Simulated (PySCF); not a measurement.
**Exercise with solution: oscillator strength and radiative lifetime**

methyl(silyl)silane (CH8Si2), SMILES C[SiH2][SiH3].

Geometry optimised at B3LYP-D3(BJ)/def2-SVP.

PySCF 2.14.0 with TDDFT-LC-ωPBE/def2-SVPD puts the first singlet state with f over 0.02 at 7.45 eV (vertical), with the transition dipole (0.459, 0.004, 0.000) in atomic units.

Task: Find the oscillator strength, the wavelength and the radiative lifetime that this transition would have in vacuum if emission retraced absorption.

Result: 
|μ|² = 0.2107 au, so |μ| = 1.17 D. ΔE = 7.45/27.211 = 0.2738 hartree. f = (2/3) ΔE |μ|² = 0.038 (the program prints 0.038).
λ = 1239.84/7.45 = 166 nm; ν = 60088 cm⁻¹.
Einstein's coefficient A = 0.6670 ν² f s⁻¹ (ν in cm⁻¹) = 9.3e7 s⁻¹, so τ = 1/A = 11 ns. This state is S1. The figure is the radiative limit of this one transition; relaxation, internal conversion, crossing to triplets and a medium change what is measured.
